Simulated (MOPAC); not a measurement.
MOPAC input (PM6):

```
PM6 PRECISE GNORM=0.05 LET XYZ CHARGE=1 GEO-OK AUX(PRECISION=9) THREADS=1
HOS2

S    -1.25753200 1   -0.39590900 1   -0.07971600 1
S     0.73035800 1   -0.20710800 1    0.18359400 1
O     1.23376500 1    1.09580100 1   -0.14400800 1
H    -1.43534500 1    0.88186900 1   -0.50998200 1
```

From the output:

```
                                                       MOPAC v23.2.5 Linux

          FINAL HEAT OF FORMATION =        174.44427 KCAL/MOL =     729.87485 KJ/MOL

          COSMO AREA              =         93.89 SQUARE ANGSTROMS
          COSMO VOLUME            =         78.23 CUBIC ANGSTROMS

          GRADIENT NORM           =          0.02598          =       0.01299 PER ATOM
          IONIZATION POTENTIAL    =         15.590442 EV
          HOMO LUMO ENERGIES (EV) =        -15.590 -7.642
          NO. OF FILLED LEVELS    =          9
          MOLECULAR WEIGHT        =         81.1273         POINT GROUP:  Cs

          MOLECULAR DIMENSIONS (Angstroms)

            Atom       Atom       Distance
            H     4    O     3     3.23099
            S     1    H     4     1.27222
            S     2    O     3     0.00000

          SCF CALCULATIONS        =         15

   ATOM   CHEMICAL          X               Y               Z
  NUMBER   SYMBOL      (ANGSTROMS)     (ANGSTROMS)     (ANGSTROMS)

     1       S         -1.25592248  *  -0.41028969  *  -0.07493750  *
     2       S          0.68324079  *  -0.13602147  *   0.15361597  *
     3       O          1.38965368  *   1.04739601  *  -0.10350212  *
     4       H         -1.79977972  *   0.75490862  *  -0.52924293  *

                             CARTESIAN COORDINATES

   1    S       -1.255922484    -0.410289689    -0.074937502
   2    S        0.683240792    -0.136021475     0.153615973
   3    O        1.389653678     1.047396005    -0.103502116
   4    H       -1.799779725     0.754908622    -0.529242927

           Empirical Formula: H O S2  =     4 atoms

      MOLECULAR POINT GROUP   :   Cs

                  EIGENVALUES
 -39.40439 -35.72432 -27.19539 -21.38420 -20.64049 -20.22718 -17.63023 -15.86892
 -15.59044  -7.64214  -6.97088  -6.08400  -5.33359  -4.63001  -4.35332  -4.15867
  -4.07089  -2.55958  -1.90539  -1.11506  -1.04486  -1.00662   0.41789

              NET ATOMIC CHARGES AND DIPOLE CONTRIBUTIONS

  ATOM NO.   TYPE          CHARGE      No. of ELECS.   s-Pop       p-Pop       d-Pop
    1          S          -0.122254        6.1223     1.92053     4.00637     0.19535
    2          S           1.194082        4.8059     1.89802     2.48463     0.42327
    3          O          -0.309496        6.3095     1.87298     4.43652
    4          H           0.237669        0.7623     0.76233
 DIPOLE           X         Y         Z       TOTAL
 POINT-CHG.     0.414    -1.235     0.455     1.379
 HYBRID        -1.882    -0.095    -0.275     1.904
 SUM           -1.468    -1.330     0.180     1.989

          ATOMIC ORBITAL ELECTRON POPULATIONS

     Atom    s        px        py        pz      x^2-y^2     xz        z^2       yz        xy
    1  S   1.92053   1.11716   1.31541   1.57380   0.05626   0.04850   0.02649   0.02283   0.04128
    2  S   1.89802   0.87547   0.83085   0.77831   0.13791   0.03941   0.05951   0.04969   0.13675
    3  O   1.87298   1.48578   1.46400   1.48674
    4  H   0.76233

 **********************
 *                    *
 * JOB ENDED NORMALLY *
 *                    *
 **********************

 == MOPAC DONE ==
```

The dipole moment of an ion depends on the origin.

The geometry given is a B3LYP-D3(BJ)/def2-TZVP minimum.
